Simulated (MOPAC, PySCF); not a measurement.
BCl2I, SMILES `ClB(Cl)I`, neutral singlet in the gas phase. 

Cartesian coordinates (Å):
```xyz
4

Cl    -1.0854    -1.4161    -0.0012
B     -0.0957     0.0081    -0.0002
Cl    -0.8336     1.5775    -0.0019
I      2.0148    -0.1695     0.0033
```
Charge 0, multiplicity 1.

All levels are single points at this geometry (PBE0-D3(BJ)/def2-TZVP); Pople sets use spherical d functions. Orbital energies aren't observables, and empty levels follow the basis.

B3LYP/6-311+G** (LANL2DZ on I) in PySCF gives HOMO (eV) = -7.74.

Question: Estimate the HOMO (eV) from each of these levels: PBE0-D3(BJ)/def2-TZVP in PySCF; SVWN5/6-31G* (LANL2DZ on I) in PySCF; AM1 in MOPAC; PM3 in MOPAC; PM6 in MOPAC.

Answer: 
```json
[
 {"level": "PBE0-D3(BJ)/def2-TZVP in PySCF", "HOMO (eV)": "-7.89"},
 {"level": "SVWN5/6-31G* (LANL2DZ on I) in PySCF", "HOMO (eV)": "-6.83"},
 {"level": "AM1 in MOPAC", "HOMO (eV)": "-11.14"},
 {"level": "PM3 in MOPAC", "HOMO (eV)": "-9.56"},
 {"level": "PM6 in MOPAC", "HOMO (eV)": "-10.16"}
]
```
